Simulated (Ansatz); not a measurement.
Consider the cleavage of the Sn–Si bond: `N[SiH]([SiH3])[SnH3]` + `C[SeH]` → `C[Se][SnH3]` + `N[SiH2][SiH3]`.

Program: Ansatz. Geometries: PBE0-D4/def2-TZVP. ΔE: electronic, gas phase. CBS: MP2 limit from def2 TZ/QZ plus the TZ coupled-cluster correction, frozen cores. This one scheme is used for every species. DFT in def2-TZVPP. HSE06 is defined as in plane-wave codes. def2 core potentials past Kr. For Se, Sn outer-core shells are correlated without core-valence functions, which leaves a few kJ/mol of doubt a bond. Scalar relativity is left out up to krypton. One conformer a species, not always the lowest.

`N[SiH]([SiH3])[SnH3]`:

Z-matrix (Å, degrees):
```
Si
Si 1 2.350
Sn 1 2.568 2 109.3
N 1 1.732 2 115.9 3 -121.7
H 1 1.491 2 107.6 3 118.3
H 2 1.490 1 110.7 3 -61.1
H 2 1.490 1 110.0 3 58.5
H 2 1.491 1 111.5 3 178.1
H 3 1.712 1 109.7 2 -79.2
H 3 1.708 1 112.2 2 161.2
H 3 1.709 1 111.4 2 39.7
H 4 1.008 1 119.0 2 70.7
H 4 1.009 1 119.0 2 -69.0
```

`C[SeH]`:

Z-matrix (Å, degrees):
```
C
Se 1 1.949
H 1 1.088 2 110.6
H 1 1.087 2 110.6 3 -123.3
H 1 1.089 2 106.0 3 118.4
H 2 1.468 1 95.4 3 61.7
```

`C[Se][SnH3]`:

Cartesian coordinates in Å:
```
C 0.877 -1.109 -0.959
Se -1.000 -1.090 -0.394
Sn -0.898 1.054 0.930
H 1.103 -0.237 -1.570
H 1.537 -1.153 -0.095
H 1.003 -2.010 -1.556
H 0.283 0.900 2.156
H -2.445 1.304 1.594
H -0.460 2.341 -0.106
```

`N[SiH2][SiH3]`:

Z-matrix (Å, degrees):
```
Si
Si 1 2.341
N 1 1.724 2 108.6
H 1 1.497 2 108.1 3 -126.1
H 1 1.488 2 110.7 3 117.7
H 2 1.489 1 110.3 3 173.7
H 2 1.491 1 110.1 3 54.6
H 2 1.488 1 111.4 3 -65.4
H 3 1.008 1 119.6 2 167.4
H 3 1.007 1 119.6 2 -50.6
```

```csv
level,ΔE (kJ/mol),difference from CCSD(T)/CBS
r2SCAN-D4,-43.7,4.7
PBE0-D4,-40.3,8.1
HSE06-D4,-40.4,8.0
CAM-B3LYP-D4,-46.4,2.0
ωB97M-V,-46.4,2.0
PBE0,-41.9,6.5
HF/def2-SVP,-56.9,-8.5
HF/def2-TZVPP,-62.5,-14.1
CCSD(T)/def2-TZVPP,-43.7,4.7
SCS-MP2/def2-QZVPP,-53.1,-4.7
CCSD(T)/CBS,-48.4,0
```

Largest T1 diagnostic among the species: 0.013.

Leaving LDA and LC-ωPBE aside and taking each functional with its dispersion term where it has one, the values, not all of them listed here, spread over 14.0 kJ/mol, from BHLYP-D4 to PBE-D4. LDA lies +5.3 kJ/mol from PBE without D4. From PBE to PBE0 (25 % exact exchange), in def2-TZVPP and without D4, ΔE moves by −3.8 kJ/mol. In def2-TZVPP, CCSD(T) changes the Hartree–Fock value by +18.8 kJ/mol (the triples alone add +1.4 kJ/mol) and MP2 by +14.3 kJ/mol.
